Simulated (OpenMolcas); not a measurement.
Tc3+ (d4) among equal point charges was computed by CASSCF with the d shell active (OpenMolcas, ANO-RCC-VDZP on the metal). Its lowest spin-free states, and all those of the highest spin:

```tsv
2S+1	Degeneracy	E (cm-1)
5	3	0.0
5	2	3038
3	3	15469
3	3	16762
3	3	18000
3	2	19159
3	3	20011
3	3	20268
1	1	21217
3	3	21858
3	3	22172
3	1	22318
```

Question: Is the site octahedral, tetrahedral or cube-like, axial, or of lower symmetry?

Answer: The states with 2S+1 = 5 have orbital degeneracies 3, 2. Threefold states need a cubic site. For d4 at this spin an octahedron puts the twofold E below the threefold T2 and a tetrahedron or cube puts the threefold T2 below the twofold E, so the site is a tetrahedron or a cube, which this pattern cannot tell apart. The first gap at this spin, 3040 cm-1, is |10Dq| in ligand-field theory. The run had Tc3+ among 4 point charges of -2 e arranged as a tetrahedron (Td), 2.11 Å from the ion.

An orbital triplet at a regular site is open to Jahn-Teller coupling, which can distort the site and quench the lowest spin-orbit gaps and is left out. Without dynamic correlation the repulsion within the d shell is too large (B by tens of per cent), so at a given field states of lower spin stand too high. Point charges give a weaker field than real ligands, and real ions of this kind are as a rule low spin; the high spin found here belongs to the model. The ground term spreads over less than 5000 cm-1, several times less than with real ligands, so orbital moments are less quenched and χT lies further from the spin-only value than at real sites. Point charges carry no covalency, so the field is a model and not that of real ligands. No measured value stands beside these numbers.
